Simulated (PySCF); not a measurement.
Diatomic cations of K with group 13

PBE with double-zeta basis sets in PySCF, for the lowest determinant that a PBE0 search found; no spin–orbit coupling. De refers to high-spin ground-configuration atoms (the charge goes to the atom of lower measured ionisation energy or higher electron affinity, which is not always the lowest computed limit). A positive dipole points towards K; it is taken about the centre of mass and depends on that origin.

| M | basis | charged atom | state (unpaired electrons) | Re (Å) | ωe (cm⁻¹) | De (eV) | μ (D) |
| --- | --- | --- | --- | --- | --- | --- | --- |
| B | x2c-SVPall | K+ | doublet (σ ↑) | 3.423 | 129 | 0.36 | 2.06 |
| Al | aug-pcseg-1 | K+ | doublet (σ ↑) | 3.898 | 92.4 | 0.63 | 3.45 |
| Ga | def2-SVP | K+ | doublet (σ ↑) | 3.997 | 66.9 | 0.61 | 8.16 |
| In | x2c-SVPall | K+ | doublet (σ ↑) | 4.128 | 62.2 | 0.72 | 9.71 |
| Tl | def2-SVP | K+ | doublet (σ ↑) | 4.193 | 57.0 | n/a | 11.26 |

The shortest bond is that of KB⁺ (3.423 Å), the longest that of KTl⁺ (4.193 Å).

The rows differ in basis set, which adds steps of its own.

Down a group the atoms grow and get heavier, so bonds lengthen and wavenumbers fall; this series shows no clear exception.

Weak bonds: KB⁺. Basis-set superposition, not corrected here, can be much of De in a small basis, most of all at correlated wavefunction levels. These are scalar-relativistic numbers at best; spin–orbit coupling would shift them, the dissociation energy most. For an ion De counts to the pair picked by the measured ionisation energies or electron affinities, which need not be the lowest pair at this level. States were picked by a PBE0 search and need not be the measured ground states.
